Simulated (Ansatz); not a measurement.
PBE exchange is replaced step by step with exact exchange (0 % is PBE, 25 % PBE0; no dispersion term), basis def2-TZVP, Ansatz. System: the cluster Si₃Ge (the lowest singlet isomer of a short search). The state is a singlet with charge 0. Geometry: r2SCAN-D4/def2-SVP, each spin state at its own.

Geometry of the singlet:

```xyz
4

Si   -0.4403   -0.4301   -1.0377
Si    1.7662    0.2676   -0.9008
Si    0.4751    0.4430    1.0170
Ge   -1.8010   -0.2805    0.9215
```

The structure comes from a short search, and lower isomers may exist.

```json
{"exact exchange (%)": "0", "HOMO (eV)": "-5.45", "LUMO (eV)": "-4.30", "gap (eV)": "1.16", "triplet − singlet (kJ/mol)": "72.7", "quintet − singlet (kJ/mol)": "263.1"}
{"exact exchange (%)": "10", "HOMO (eV)": "-5.81", "LUMO (eV)": "-4.04", "gap (eV)": "1.77", "triplet − singlet (kJ/mol)": "73.7", "quintet − singlet (kJ/mol)": "262.7"}
{"exact exchange (%)": "15", "HOMO (eV)": "-5.98", "LUMO (eV)": "-3.91", "gap (eV)": "2.07", "triplet − singlet (kJ/mol)": "74.1", "quintet − singlet (kJ/mol)": "262.5"}
{"exact exchange (%)": "25", "HOMO (eV)": "-6.34", "LUMO (eV)": "-3.65", "gap (eV)": "2.69", "triplet − singlet (kJ/mol)": "75.0", "quintet − singlet (kJ/mol)": "261.9"}
{"exact exchange (%)": "35", "HOMO (eV)": "-6.71", "LUMO (eV)": "-3.39", "gap (eV)": "3.31", "triplet − singlet (kJ/mol)": "75.8", "quintet − singlet (kJ/mol)": "261.0"}
{"exact exchange (%)": "50", "HOMO (eV)": "-7.25", "LUMO (eV)": "-3.00", "gap (eV)": "4.25", "triplet − singlet (kJ/mol)": "76.9", "quintet − singlet (kJ/mol)": "259.4"}
```

(1) Fit a straight line to the column «quintet − singlet (kJ/mol)» against the share of exact exchange and predict its value at 5 %.

## Answers

(1) With x = exact exchange (%) and y = quintet − singlet (kJ/mol): mean x = 22.5, mean y = 261.8; Σ(x − x̄)(y − ȳ) = -121.5, Σ(x − x̄)² = 1638; slope b = -0.07418, intercept a = ȳ − b·x̄ = 263.5. The residuals of the fitted rows reach 0.4. At x = 5 the line gives 263.5 + (-0.07418 × 5) = 263.1; the run gave 262.9, 0.2 less than the line.
